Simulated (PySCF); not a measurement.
CLiN, SMILES [Li][C][N] (connectivity only; charge and spin as stated), neutral, multiplicity 1.

Geometry optimised at B3LYP-D3(BJ)/def2-TZVPD.

All values below come from TDA-PBE0/def2-TZVPD run with PySCF.

Vertical excitations; the highest root listed may be one member of a degenerate set. The molecule is in vacuum. State labels are in the subgroup C2v.

Computed excitation energies, oscillator strengths and character:
```tsv
state	symmetry	energy (eV)	λ (nm)	f	main pairs
S1	A1	5.42	229	0.027	HOMO→LUMO 99 %
S2	B1	5.46	227	0.007	HOMO−2→LUMO (degenerate set)
S3	B2	5.46	227	0.007	HOMO−1→LUMO (degenerate set)
S4	A2	6.28	197	0.000	HOMO−1→LUMO+1 44 %, HOMO−2→LUMO+2 44 %
S5	A1	6.38	194	0.000	HOMO−1→LUMO+2, HOMO−2→LUMO+1 (degenerate set)
S6	A2	6.38	194	0.000	HOMO−2→LUMO+2, HOMO−1→LUMO+1 (degenerate set)
S7	B1	6.43	193	0.034	HOMO→LUMO+1 (degenerate set)
S8	B2	6.43	193	0.034	HOMO→LUMO+2 (degenerate set)
S9	A1	7.15	173	0.119	HOMO−2→LUMO+1 46 %, HOMO−1→LUMO+2 46 %
S10	B1	7.81	159	0.033	HOMO−2→LUMO+3 96 %
T1	A1	5.23	237	0	HOMO→LUMO 95 %
T2	B2	5.43	228	0	HOMO−1→LUMO (degenerate set)
T3	B1	5.43	228	0	HOMO−2→LUMO (degenerate set)
T4	A1	5.49	226	0	HOMO−1→LUMO+2 31 %, HOMO−2→LUMO+1 31 %, HOMO−1→LUMO+5 9 %, HOMO−2→LUMO+4 9 %
```
Triplets are in the Tamm–Dancoff approximation.
